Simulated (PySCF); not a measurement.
# Electronic absorption of C5H7OPS

Compound: C₅H₇OPS.
InChI=1S/C5H7OPS/c1-4-3-6-5(7-4)8-2/h3H,1-2H3

Computed, not measured: TDDFT wB97X-D/def2-SVPD, vertical, gas phase, core orbitals frozen in the response (PySCF). Geometry: GFN2-xTB, one conformer, isolated molecule. Torsions of this conformer, `[CH3:1][S:2][c:3]1[o:4][cH:5][c:6]([CH3:7])[p:8]1`: C1–S2–C3–O4 0°.

| state | E (eV) | λ (nm) | f | \|μ\| (D) | symmetry | main configurations (H = HOMO, L = LUMO) |
| --- | --- | --- | --- | --- | --- | --- |
| S1 | 4.50 | 275.6 | 0.269 | 3.97 | A′ | H→L (97%) |
| S2 | 4.80 | 258.2 | 0.0000 | 0.03 | – | H→L+1 (81%), H→L+3 (8%) |
| S3 | 5.64 | 219.9 | 0.014 | 0.81 | A′ | H→L+2 (65%), H-1→L (32%) |
| S4 | 5.67 | 218.7 | 0.0038 | 0.42 | A″ | H→L+3 (74%) |
| S5 | 6.02 | 205.9 | 0.0005 | 0.15 | – | H→L+4 (45%), H-2→L (18%), H→L+6 (13%) |
| S6 | 6.11 | 203.0 | 0.010 | 0.67 | A″ | H-2→L (73%), H→L+4 (10%) |
| S7 | 6.20 | 200.0 | 0.128 | 2.34 | A′ | H-1→L (63%), H→L+2 (30%) |
| S8 | 6.32 | 196.1 | 0.0047 | 0.44 | A″ | H→L+5 (64%) |

Triplets, Tamm–Dancoff:

```csv
state,E (eV),λ (nm),"main configurations (H = HOMO, L = LUMO)"
T1,2.88,429.8,H→L (92%)
T2,4.53,274.0,"H→L+2 (63%), H-1→L+2 (17%)"
T3,4.54,273.3,H→L+1 (78%)
```

The lowest singlet lies at 4.50 eV (276 nm, ultraviolet) and is strong; its leading configuration is HOMO→LUMO (97%). The lowest level is also the most intense of those listed (f = 0.269). Löwdin shares by element: HOMO sulfur 31%, carbon 30% or more, phosphorus 22% (atoms not listed hold the other 18%); LUMO phosphorus 32%, carbon 30% or more, oxygen 13%, sulfur 12%. Of the 8 states listed, 4 reach f = 0.01 and 1 stays under 0.0005. The oscillator strengths of these states sum to 0.431; summed over the whole spectrum of an exact calculation they would give the number of electrons, 76 (Thomas–Reiche–Kuhn). The listed states span 1.82 eV, and the widest gap between neighbours is 0.84 eV (S2 to S3). Symmetry labels in Cs follow from the direction of the transition dipole and are given only for states with f of 0.002 or more. Only the lowest 8 singlets were computed, as vertical energies without vibronic structure.
